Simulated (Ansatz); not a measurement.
Geometry optimisation, RHF/def2-SVP in Ansatz 0.2.0.

Input file:

```yaml
crystal:
  periodic: [false, false, false]
  atoms:
    - { symbol: Ga, position_ang: [0.008683, -0.176642, -0.077655] }
    - { symbol: H, position_ang: [0.005111, -0.197269, 1.50031] }
    - { symbol: C, position_ang: [1.735653, -0.108673, -1.04786] }
    - { symbol: H, position_ang: [2.113562, -1.121861, -1.216369] }
    - { symbol: H, position_ang: [1.627163, 0.368024, -2.023493] }
    - { symbol: H, position_ang: [2.489213, 0.434966, -0.474689] }
    - { symbol: H, position_ang: [-1.385361, -0.287283, -0.801332] }
    - { symbol: F, position_ang: [0.014705, 2.3661, 1.309716] }
    - { symbol: H, position_ang: [-0.009329, 1.634139, 1.852873] }
basis:
  gaussian: { orbitals: def2-SVP }
hamiltonian:
  xc: hf
relax:
  f_tol: 0.03
  max_steps: 50
output:
  orbitals: {}
```

Run as:

```bash
$ ansatz run input.yaml --threads 1 --pin off --max-ram 2048MiB --backend cpu --events-out ev --progress --plain --runs-dir out
```

Problem. Where does it end, and by what steps?

Solution. The run converged. After 11 steps the energy has fallen by 0.121 eV; F8 moved furthest, 0.51 Å.

```
step  energy less start (eV)  largest force component (eV/Å)  accepted
   0                  0.0000                           0.331       yes
   1                  0.0343                           2.255        no
   2                 -0.0211                           0.704       yes
   3                 -0.0318                           1.069       yes
   4                 -0.0602                           1.016       yes
   5                 -0.0830                           1.482       yes
   6                 -0.1135                           0.247       yes
   7                 -0.1179                           0.174       yes
   8                 -0.1192                           0.062       yes
   9                 -0.1204                           0.128       yes
  10                 -0.1207                           0.061       yes
  11                 -0.1207                           0.014       yes
```

```xyz
9
Properties=species:S:1:pos:R:3
Ga 0.043 -0.197 0.049
H 0.089 -0.674 1.565
C 1.731 -0.073 -0.997
H 1.999 -1.059 -1.390
H 1.630 0.602 -1.850
H 2.566 0.270 -0.381
H -1.369 -0.119 -0.656
F 0.011 2.068 0.891
H -0.101 2.093 1.790
```

Time of the run: 24 s on 1 thread of Arm Neoverse V2, with other jobs on the host, peak memory 0.16 GiB.
